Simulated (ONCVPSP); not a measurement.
Zr (Z = 40) ONCV: all-electron and pseudo phase curves

zirconium (Zr), optimised norm-conserving Vanderbilt (ONCV), made with ONCVPSP 4.0.1 (PBE, scalar-relativistic). Core [Ar] 3d10, reference 4s2 4p6 4d2 5s1 (charge +1). Waves: 4s+5s: rc 2.20 bohr, ncon 4, nbas 8, qcut 6.1 1/bohr, 2 projectors; 4p: rc 2.20 bohr, ncon 5, nbas 9, qcut 5.5 1/bohr, 2 projectors, debl 1.3 Ha; 4d: rc 3.10 bohr, ncon 4, nbas 9, qcut 5.8 1/bohr, 3 projectors, debl 1.3 Ha. Local part: polynomial inside 1.50 bohr (lpopt 3, dvloc0 -1 Ha). Core correction: Teter function, fcfact 4.75, rcfact 1.1.

In the p channel the program set the typed energies aside and used -1.438, 0.250 Ha.

The phase is arctan(r·R′/R) of the radial function R(r), unwrapped; energies in Ha, scanned from -4 to 5 Ha. A pole is an energy at which the radial function vanishes at the test radius. The pseudo phase is shifted by a multiple of π to meet the all-electron one at the reference energy, and phase errors are pseudo minus all-electron; the curves can meet again beyond the range given. Levels narrower than the energy grid can be missing from the lists of poles.

Q: For each channel, where are the poles, and over which energies does the pseudopotential scatter like the atom?

A:

```csv
channel,radius (bohr),reference energy (Ha),"poles, all-electron","poles, pseudo",unbroken range about the reference energy with phases within 0.05 rad,phase error 1 Ha above the reference energy (rad)
s,2.24,-0.37,"-2.12, 2.69","-2.12, 2.60",below 3.7,-0.001
p,2.24,-1.44,"-1.20, 3.46","-1.20, 3.41",the whole range,-0.000
d,3.15,-0.37,"-0.21, 1.78","-0.21, 1.78",the whole range,-0.000
```

Phases in the p channel:

```tsv
E (Ha)	all-electron	pseudo
-3.98	1.347	1.347
-3.50	1.319	1.319
-3.02	1.276	1.276
-2.54	1.196	1.196
-2.06	0.960	0.960
-1.58	-0.915	-0.915
-1.10	-1.627	-1.627
-0.62	-1.813	-1.813
-0.14	-2.017	-2.017
0.34	-2.499	-2.499
0.82	-3.674	-3.674
1.30	-4.281	-4.281
1.78	-4.484	-4.486
2.26	-4.584	-4.585
2.74	-4.646	-4.648
3.22	-4.692	-4.696
3.70	-4.732	-4.738
4.18	-4.771	-4.782
4.66	-4.817	-4.840
```
